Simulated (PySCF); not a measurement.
Isomers of C2H12NPSi2. Theory: PySCF 2.14.0, density-fitted response routines, TDDFT CAM-B3LYP/def2-SVPD, vertical, gas phase, core orbitals frozen in the response. Geometries: GFN2-xTB; one conformer of each isolated species. Triplets are in the Tamm–Dancoff approximation.

A. `C(C[SiH3])N[SiH2]P`
B. `P[SiH2]CCN[SiH3]`
C. `CCN[SiH2]P[SiH3]`
D. `C[Si@H](P)C[SiH2]N`

Lowest singlet levels (six at most, fewer where fewer were computed) with oscillator strengths:

1. 5.96 eV (f 0.001); 6.34 eV (f 0.016); 6.56 eV (f 0.006); 6.76 eV (f 0.006); 6.86 eV (f 0.095); 7.02 eV (f 0.214); T1 5.62 eV
2. 6.01 eV (f 0.008); 6.42 eV (f 0.020); 6.74 eV (f 0.016); 6.81 eV (f 0.026); 6.90 eV (f 0.025); 7.02 eV (f 0.116); T1 5.66 eV
3. 6.39 eV (f 0.017); 6.58 eV (f 0.010); 6.66 eV (f 0.018); 7.08 eV (f 0.342); 7.28 eV (f 0.009); 7.43 eV (f 0.015); T1 5.68 eV
4. 5.85 eV (f 0.002); 5.98 eV (f 0.019); 6.44 eV (f 0.058); 6.55 eV (f 0.005); 6.59 eV (f 0.077); 6.81 eV (f 0.022); T1 5.38 eV

**Question.** Match each spectrum to its molecule.

**Answer.** 1 = A, 2 = B, 3 = D, 4 = C.
- A: S1 at 5.96 eV, HOMO→LUMO (77%), HOMO→LUMO+2 (12%); Löwdin shares by element: HOMO nitrogen 53%, carbon 16%, silicon 11% or more (atoms not listed hold the other 20%); LUMO silicon 33%, phosphorus 11%, carbon 8% or more (atoms not listed hold the other 48%); HOMO -8.22 and LUMO 0.88 eV.
- B: S1 at 6.01 eV, HOMO→LUMO (71%), HOMO→LUMO+4 (10%); Löwdin shares by element: HOMO nitrogen 52%, carbon 16%, silicon 10% or more (atoms not listed hold the other 23%); LUMO silicon 33%, phosphorus 12%, hydrogen 6% or more (atoms not listed hold the other 50%); HOMO -8.26 and LUMO 0.88 eV.
- C: S1 at 5.85 eV, HOMO→LUMO (78%), HOMO→LUMO+1 (12%); Löwdin shares by element: HOMO nitrogen 55%, carbon 16%, silicon 10% or more (atoms not listed hold the other 18%); LUMO silicon 32%, phosphorus 15%, hydrogen 6% or more (atoms not listed hold the other 46%); HOMO -8.22 and LUMO 0.85 eV.
- D: S1 at 6.39 eV, HOMO-1→LUMO (80%), HOMO-1→LUMO+1 (12%); Löwdin shares by element: HOMO phosphorus 62%, silicon 16% or more, hydrogen 12% or more; LUMO silicon 24% or more, hydrogen 20% or more, nitrogen 10% (atoms not listed hold the other 46%); HOMO -8.44 and LUMO 1.01 eV.
A and B have S1 within 0.06 eV of each other; their strongest listed levels stand at 7.02 eV (f 0.214) and 7.02 eV (f 0.116).
A and C have S1 within 0.11 eV of each other; their strongest listed levels stand at 7.02 eV (f 0.214) and 6.59 eV (f 0.077).
